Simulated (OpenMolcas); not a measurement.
## Computed transition rates of neutral tellurium

```json
{
  "Program": "OpenMolcas",
  "Method": "RASSCF",
  "Basis": "ANO-RCC-VQZP [8s7p5d3f2g]",
  "Scalar Hamiltonian": "DKH2, point nucleus",
  "Active space": "4 electrons in 9 orbitals (RAS2 5p; RAS3 5d 6s, at most 1 electron)",
  "State averaging": "2S+1 = 3 even, 3 roots; 2S+1 = 1 even, 6 roots; 2S+1 = 5 odd, 5 roots; 2S+1 = 3 odd, 5 roots (0 in the spin-orbit step); 2S+1 = 1 odd, 1 root (0 in the spin-orbit step)",
  "Spin-orbit coupling": "state interaction with AMFI integrals over the reference wave functions, term energies averaged over their components"
}
```

Rates come from the transition moments of the reference wave functions (E1 and E2 in the length form). At fixed line strength A goes as λ^-3 for E1 and M1 and as λ^-5 for E2, so a rate at the computed wavelength can be rescaled to the measured one. Measured vacuum wavelengths follow from level energies in NIST Handbook of Basic Atomic Spectroscopic Data. Branching counts decays inside the model space alone, at computed energies, and the table is only a selection of the E2 and M1 lines, drawn from those between levels with measured partners whose computed energy lies within a factor of 1.5 of the measured one.

```csv
Upper,Lower,Type,λ computed (nm),λ measured (nm),A computed (s-1),A rescaled (s-1),Branching %
5s² 5p⁴ ³P₁,5s² 5p⁴ ³P₂,M1,2372,2105,1.62e+00,2.32e+00,99.8
5s² 5p⁴ ³P₀,5s² 5p⁴ ³P₂,E2,2093,2125,8.34e-03,7.73e-03,48.1
5s² 5p⁴ ¹D₂,5s² 5p⁴ ³P₁,M1,1225,1722,3.35e-01,,8.8
5s² 5p⁴ ¹D₂,5s² 5p⁴ ³P₂,M1,808,947.2,3.35e+00,,87.9
5s² 5p⁴ ¹D₂,5s² 5p⁴ ³P₂,E2,808,947.2,1.24e-01,,3.3
5s² 5p⁴ ¹S₀,5s² 5p⁴ ¹D₂,E2,679.6,791.1,8.29e+00,3.88e+00,17.8
5s² 5p⁴ ¹S₀,5s² 5p⁴ ³P₁,M1,437.1,542.1,3.68e+01,,78.8
5s² 5p⁴ ¹S₀,5s² 5p⁴ ³P₂,E2,369.1,431.1,1.62e+00,,3.5
```

Spin-changing lines and M1 lines between different terms are not rescaled, since their strength hangs on the term gaps too.

The largest correction is for 5s² 5p⁴ ¹S₀ → 5s² 5p⁴ ¹D₂ (E2): 8.29e+00 × (679.6 / 791.1)^5 = 3.88e+00 s-1, a factor of 0.47.

The computed order of these levels differs from the measured one in 1 place, and where term gaps are wrong the rates of spin-changing lines can be off by large factors.

No measured rate stands beside these. Rescaling mends the energy factor alone: line strengths can still be far off where a level mixes with configurations outside the active space, and weak or spin-changing lines hang on small mixing coefficients that depend on the term gaps too, so rescaling need not improve them.

Some high roots are left out of the spin-orbit mixing, which shifts the levels that they would mix with. With the s shell closed, the reference lacks s² → p² mixing. No level of 5s² 5p³ 6s was computed, though it lies in the active space. Computed and measured levels are paired by configuration, term and J; levels that our copy of the source lacks, or whose pairing is in doubt (as where it misses far off the trend of its configuration), stay unpaired. Levels of configurations outside the active space are missing.
